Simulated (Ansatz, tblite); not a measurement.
Cost and result up the ladder for Cu3F4⁻ (7 atoms). The state is a singlet with charge -1. Geometry: r2SCAN-D4/def2-SVPD.

Cartesian coordinates in Å:
```
Cu 0.2865 1.8717 1.5274
Cu -0.3543 -1.7338 -1.6692
Cu 0.1700 -0.3442 0.3544
F 1.5986 0.7526 0.8348
F 0.4289 -1.9959 -3.2416
F -0.9129 2.9767 2.2302
F -1.2168 -1.5272 -0.0360
```

Ansatz on 4 threads of Arm Neoverse V2 on a shared host; xTB runs through tblite on one thread. Times are rough, summed over both states, and most runs start from the orbitals of an earlier one. PBE0-D4/def2-TZVPD serves as the yardstick here, not as an exact answer. The other state is a triplet.

The xTB rows come from tblite. The structure comes from a short search, and lower isomers may exist.

xTB has no spin-polarisation term.

```json
{"level": "GFN1-xTB", "functions": "43", "wall time": "0.009 s", "vertical triplet (eV)": "2.72", "difference from PBE0-D4/def2-TZVPD (eV)": "-0.03", "remarks": "–"}
{"level": "GFN2-xTB", "functions": "43", "wall time": "0.013 s", "vertical triplet (eV)": "5.98", "difference from PBE0-D4/def2-TZVPD (eV)": "3.22", "remarks": "–"}
{"level": "PBE-D4/def2-TZVPD", "functions": "304", "wall time": "17 s", "vertical triplet (eV)": "2.37", "difference from PBE0-D4/def2-TZVPD (eV)": "-0.38", "remarks": "HOMO above zero (triplet)"}
{"level": "r2SCAN-D4/def2-TZVPD", "functions": "304", "wall time": "33 s", "vertical triplet (eV)": "2.41", "difference from PBE0-D4/def2-TZVPD (eV)": "-0.34", "remarks": "HOMO above zero (triplet)"}
{"level": "PBE0-D4/def2-TZVPD", "functions": "304", "wall time": "49 s", "vertical triplet (eV)": "2.75", "difference from PBE0-D4/def2-TZVPD (eV)": "0.00", "remarks": "–"}
```
